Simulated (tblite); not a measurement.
C₅H₉BO₂.
Structure used (GFN2-xTB), in Å, numbered top down from 1:
```xyz
17
C5H9BO2 angstrom
C     -2.481   -0.646   -0.255
C     -1.577   -0.004    0.771
C     -0.752    1.217    0.390
C     -0.122   -0.088    0.629
C      0.991   -0.795    0.639
B      2.405   -0.188    0.320
O      3.481   -1.004    0.331
O      2.590    1.132    0.031
H     -2.700   -1.675    0.025
H     -3.421   -0.101   -0.332
H     -2.000   -0.652   -1.231
H     -1.980   -0.019    1.779
H     -0.826    1.577   -0.628
H     -0.634    2.007    1.121
H      0.925   -1.848    0.882
H      4.304   -0.557    0.127
H      1.790    1.656    0.039
```

Method: GFN2-xTB as coded in tblite; computed harmonic values from a numerical Hessian at the method's own geometry, unscaled. The method is semi-empirical: single wavenumbers can be off by several per cent or more. One conformer, not necessarily the lowest.

Harmonic wavenumbers (cm⁻¹): 54.1, 92.6, 100.7, 161.7, 192.7, 297.2, 337.6, 365.4, 426.4, 514.6, 545.7, 575.5, 631.3, 766.2, 810.2, 834.7, 868.6, 916.7, 957.2, 969.4, 973.1, 1022.1, 1044.3, 1055.0, 1117.8, 1145.6, 1184.2, 1224.4, 1248.2, 1309.4, 1351.8, 1409.1, 1433.0, 1491.9, 1496.1, 1852.5, 3010.7, 3017.1, 3028.7, 3039.4, 3040.0, 3055.8, 3059.6, 3617.8, 3635.3.

A = 5019, B = 991.4, C = 877.0 MHz; mass 112.070 u (most abundant isotopes); point group C1, symmetry number 1.

**Question.** What is the zero-point energy?

**Answer.** ½Σν̃ = 29641 cm⁻¹ = 354.58 kJ/mol.

**Question.** Give the ideal-gas entropy at 298.15 K and 1 bar in the rigid-rotor, harmonic-oscillator model (classical rotation).

**Answer.** Translation 167.71, rotation 120.04, vibration 104.31: S = 392.1 J/(mol K).

**Question.** And Cp and H(298.15 K) − H(0)?

**Answer.** Cp = 147.11 J/(mol K), of which vibrations give 113.85 (their classical limit is 45 R = 374.2); H(298.15 K) − H(0) = 26.60 kJ/mol without the zero-point energy, 16.69 from vibrations.

**Question.** What must be added to the electronic energy to get the Gibbs energy at 298.15 K and 1 bar?

**Answer.** ZPE + [H(298.15 K) − H(0)] − T·S = 354.58 + 26.60 − 116.89 = 264.29 kJ/mol.

**Question.** Blend soft modes into free rotors: weight 1/[1 + (100 cm⁻¹/ν̃)⁴] for the oscillator and the rest for a rotor with moment μB/(μ + B), μ = h/(8π²ν), B = 10⁻⁴⁴ kg m². What vibrational entropy results?

**Answer.** 96.83 J/(mol K) in place of 104.31, which changes −T·S at 298.15 K by +2.23 kJ/mol.

**Question.** How do the functions run with temperature in this model?

**Answer.** 
| T (K) | S (J/(mol K)) | Cp (J/(mol K)) | H − H(0) (kJ/mol) | G − H(0) (kJ/mol) | ln q(vib) |
| --- | --- | --- | --- | --- | --- |
| 100 | 281.0 | 71.7 | 5.13 | -22.97 | 1.39 |
| 200 | 341.7 | 108.1 | 14.10 | -54.24 | 3.61 |
| 300 | 393.0 | 147.8 | 26.88 | -91.01 | 5.86 |
| 500 | 485.8 | 217.4 | 63.81 | -179.08 | 10.40 |
| 800 | 603.2 | 280.8 | 139.47 | -343.05 | 17.02 |
| 1000 | 668.9 | 307.8 | 198.47 | -470.40 | 21.13 |

q(vib) and H(0) count from the zero-point level.

**Question.** Which modes carry the vibrational entropy at 298.15 K?

**Answer.** 54.1 cm⁻¹: 19.50; 92.6 cm⁻¹: 15.08; 100.7 cm⁻¹: 14.40; 161.7 cm⁻¹: 10.58; 192.7 cm⁻¹: 9.21; 297.2 cm⁻¹: 5.99 J/(mol K); the other 39 give 29.54 together.

Hindered rotation and anharmonicity are outside this model. Other conformers, if any are populated, would add a mixing term that is left out. The structure is chiral; the term R ln 2 for an equal mix with its mirror image is left out.

On one thread of an Arm Neoverse N1, shared host with 64 logical CPUs at a one-minute load of 60, this took 0.81 s wall. The figure is for the frequency step alone.
